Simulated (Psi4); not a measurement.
Torsional profile of C₂H₈OSi₂, SMILES C(=C)[SiH2][SiH2]O. Scanned: dihedral C1–C2–Si3–Si4; all other coordinates were relaxed at GFN2-xTB. Points at φ and −φ are mirror images. Heavy atoms are numbered in the order of the SMILES C=C[SiH2][SiH2]O, hydrogens after them in the order of the atoms that carry them; the mirror image has the same energies with the sign of each dihedral reversed.

PBE/def2-TZVP // GFN2-xTB (Psi4); PBE-D3(BJ)/def2-TZVP // GFN2-xTB (Psi4); wB97X-D/def2-TZVP // GFN2-xTB (Psi4); MP2/cc-pVTZ = DF-MP2 (frozen core)/cc-pVTZ // GFN2-xTB (Psi4).

Energies relative to the lowest point of each profile, in kJ/mol; the last columns give the difference from MP2:

| φ / ° | PBE/def2-TZVP | PBE-D3(BJ)/def2-TZVP | wB97X-D/def2-TZVP | MP2/cc-pVTZ | PBE/def2-TZVP − MP2/cc-pVTZ | PBE-D3(BJ)/def2-TZVP − MP2/cc-pVTZ | wB97X-D/def2-TZVP − MP2/cc-pVTZ |
|---|---|---|---|---|---|---|---|
| -165 | 7.6 | 7.6 | 7.3 | 7.7 | -0.1 | -0.1 | -0.5 |
| -150 | 4.6 | 4.7 | 4.5 | 4.7 | -0.1 | -0.1 | -0.2 |
| -135 | 1.7 | 1.8 | 1.8 | 1.9 | -0.1 | 0.0 | -0.1 |
| -120 | 0.1 | 0.1 | 0.0 | 0.2 | -0.1 | 0.0 | -0.2 |
| -105 | 0.0 | 0.0 | 0.0 | 0.0 | 0.0 | 0.0 | 0.0 |
| -90 | 1.2 | 1.1 | 1.2 | 1.2 | 0.0 | -0.1 | 0.0 |
| -75 | 3.0 | 2.7 | 2.7 | 2.8 | 0.1 | -0.1 | -0.1 |
| -60 | 4.3 | 3.8 | 3.6 | 3.9 | 0.4 | -0.1 | -0.3 |
| -45 | 4.8 | 4.1 | 3.7 | 4.0 | 0.8 | 0.1 | -0.2 |
| -30 | 4.2 | 3.3 | 3.0 | 3.0 | 1.2 | 0.3 | 0.0 |
| -15 | 3.5 | 2.5 | 2.3 | 2.1 | 1.4 | 0.4 | 0.2 |
| 0 | 3.1 | 2.1 | 2.1 | 1.7 | 1.4 | 0.4 | 0.4 |
| 15 | 3.5 | 2.5 | 2.3 | 2.1 | 1.4 | 0.4 | 0.2 |
| 30 | 4.2 | 3.3 | 3.0 | 3.0 | 1.2 | 0.3 | 0.0 |
| 45 | 4.8 | 4.1 | 3.7 | 4.0 | 0.8 | 0.1 | -0.2 |
| 60 | 4.3 | 3.8 | 3.6 | 3.9 | 0.4 | -0.1 | -0.3 |
| 75 | 3.0 | 2.7 | 2.7 | 2.8 | 0.1 | -0.1 | -0.1 |
| 90 | 1.2 | 1.1 | 1.2 | 1.2 | 0.0 | -0.1 | 0.0 |
| 105 | 0.0 | 0.0 | 0.0 | 0.0 | 0.0 | 0.0 | 0.0 |
| 120 | 0.1 | 0.1 | 0.0 | 0.2 | -0.1 | 0.0 | -0.2 |
| 135 | 1.7 | 1.8 | 1.8 | 1.9 | -0.1 | 0.0 | -0.1 |
| 150 | 4.6 | 4.7 | 4.5 | 4.7 | -0.1 | -0.1 | -0.2 |
| 165 | 7.6 | 7.6 | 7.3 | 7.7 | -0.1 | -0.1 | -0.5 |
| 180 | 9.0 | 9.0 | 8.5 | 9.1 | -0.1 | -0.1 | -0.6 |

PBE/def2-TZVP is furthest from MP2/cc-pVTZ at 0 (1.4 kJ/mol, above); its mean absolute difference over the points is 0.4 kJ/mol.

PBE-D3(BJ)/def2-TZVP is furthest from MP2/cc-pVTZ at 0 (0.4 kJ/mol, above); its mean absolute difference over the points is 0.1 kJ/mol.

wB97X-D/def2-TZVP is furthest from MP2/cc-pVTZ at 180 (-0.6 kJ/mol, below); its mean absolute difference over the points is 0.2 kJ/mol.
